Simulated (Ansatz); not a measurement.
Ansatz (an electronic-structure program) input (MP2/6-311+G**): The .json file is the Basis Set Exchange's 6-311+G**.

Ansatz 0.2 input:
```yaml
crystal:
  periodic: [false, false, false]
  atoms:
    - {symbol: C, position_ang: [-1.50466200, -0.66747700, -0.30717400]}
    - {symbol: C, position_ang: [-0.64680600, 0.56799300, 0.01055100]}
    - {symbol: Si, position_ang: [1.19108100, 0.17064700, 0.18349100]}
    - {symbol: H, position_ang: [-1.19750000, -1.13389200, -1.24504500]}
    - {symbol: H, position_ang: [-1.42176000, -1.42127600, 0.47794200]}
    - {symbol: H, position_ang: [-2.56023700, -0.39918800, -0.39981600]}
    - {symbol: H, position_ang: [-0.76487400, 1.32127000, -0.77307100]}
    - {symbol: H, position_ang: [-0.98759900, 1.03585300, 0.93812700]}
    - {symbol: H, position_ang: [1.73709900, -0.39975800, -1.07893500]}
    - {symbol: H, position_ang: [1.42854800, -0.79515900, 1.29166200]}
basis:
  gaussian:
    orbitals: 6-311+G__.json
magnetization: {spin_polarized: true, initial_magnetization: 1}
correlation: {method: mp2, electrons: outside_noble_gas}
```

Output:

```
Functional definition: HF
integrals: 0.09 GiB planned
908 factors; integrals over basis functions are off by at most 1.3e-3 eV
mean field: 0.34 GiB planned
mean field evaluation 1: about -10030.3287 eV, gradient 2.3e1 eV
mean field evaluation 2: about -10030.3303 eV, gradient 2.3e1 eV
mean field evaluation 4: about -10033.5299 eV, gradient 2.5e0 eV
mean field evaluation 8: about -10033.6024 eV, gradient 1.1e-3 eV
mean field -10033.60243698 eV, -368.7280885389 hartree, gradient 2.6e-6 eV, S^2 0.753585; 0 other end points of the search recorded, 0 dependent functions left out
7 core orbitals not correlated
reference -10033.60243698 eV, -368.7280885389 hartree; 10, 9 occupied and 100, 101 virtual orbitals, 908 factors
second order -10.87870435 eV of doubles, -0.00000000 eV of singles
Total energy: -10044.48114132 eV, -369.1278735497 hartree
```

The geometry given is a B3LYP-D3(BJ)/def2-TZVP minimum.
